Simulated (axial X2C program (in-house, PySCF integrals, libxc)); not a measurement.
**Spin–orbit effects along a row: molecules with Si, PBE0**

Computed with an in-house relativistic program for diatomic molecules, spin-free (one-electron X2C) or two-component (2c: spin–orbit coupling with atomic mean-field Coulomb and Gaunt terms, which also bring small scalar terms), in Dyall basis sets with cores contracted in-house; open shells are unrestricted.

Basis sets: I dyall-cv3z, In dyall-cv3z, Mo dyall-cv3z, Pd dyall-cv3z, Rb dyall-cv3z, Rh dyall-cv3z, Ru dyall-cv3z, Si dyall-v3z, Sr dyall-cv3z, Tc dyall-cv3z, Te dyall-cv3z, Y dyall-cv3z, Zr dyall-v3z.

```tsv
molecule	spin-free state	Re (Å)	ωe (cm⁻¹)	De (eV)	2c state	Re 2c (Å)	ωe 2c (cm⁻¹)	De 2c (eV)
RbSi	M_S = 3/2, Λ = 0	3.150	175.2	1.64	Ω = 3/2	3.150	175.2	1.64
SrSi	M_S = 2, Λ = 0	2.916	232.2	n/a	Ω = 2	2.916	232.2	n/a
YSi	M_S = 3/2, Λ = 0	2.661	312.9	2.60	Ω = 3/2	2.660	313.0	n/a
ZrSi	M_S = 2, Λ = 2	2.518	369.7	2.88	Ω = 4	2.517	369.8	n/a
MoSi	M_S = 2, Λ = 1	2.364	320.8	1.90	Ω = 3	2.361	321.2	1.91
TcSi	?	?	?	?	?	?	?	?
RuSi	M_S = 1, Λ = 2	2.086	485.3	3.54	Ω = 3	2.086	484.5	n/a
RhSi	M_S = 1/2, Λ = 0	2.030	554.1	3.83	Ω = 1/2	2.031	552.2	n/a
PdSi	M_S = 0, Λ = 0	2.099	479.8	2.85	Ω = 0	2.100	478.6	2.85
InSi	M_S = 3/2, Λ = 0	2.610	260.4	2.34	Ω = 3/2	2.609	260.2	n/a
SiTe	M_S = 0, Λ = 0	2.273	495.3	4.59	Ω = 0	2.276	491.6	4.34
SiI	M_S = 1/2, Λ = 1	2.449	361.8	3.26	Ω = 1/2	2.449	361.2	3.06
```

Question: Estimate the 2c Re and ωe of TcSi as the mean of its neighbours in the table.

Answer: Re ≈ 2.224 Å, ωe ≈ 402.9 cm⁻¹. The PBE0 runs give the row below, so the estimate misses by 0.041 Å and -7.4 cm⁻¹.

| molecule | spin-free state | Re (Å) | ωe (cm⁻¹) | De (eV) | 2c state | Re 2c (Å) | ωe 2c (cm⁻¹) | De 2c (eV) |
| --- | --- | --- | --- | --- | --- | --- | --- | --- |
| TcSi | M_S = 3/2, Λ = 0 | 2.183 | 410.6 | 3.61 | Ω = 3/2 | 2.183 | 410.3 | 3.60 |

Each entry is the lowest single determinant of a limited PBE0 search at one distance. De goes to single-determinant-based atoms at the same level (for ions the charge split of lowest energy) and is withheld (n/a) where an atom does not fit its ground term or J level. Main or longest-lived isotopes. One determinant is a doubtful description, or other states lie close, for RbSi, SrSi, YSi, ZrSi, MoSi, TcSi, RuSi, RhSi, PdSi, InSi; these need not be ground states, and all values refer to the states named. Some open-shell Ω = 0 determinants are out of reach, so the Ω given for SrSi, ZrSi, MoSi need not be the lowest component. With several unpaired electrons the Ω given is that of one determinant, not necessarily of the lowest component. Some light 2c atoms are not at their ground J level, so De misses part of their lowering (0.04 eV or less). The functionals have no current term, which raises determinants with orbital currents.
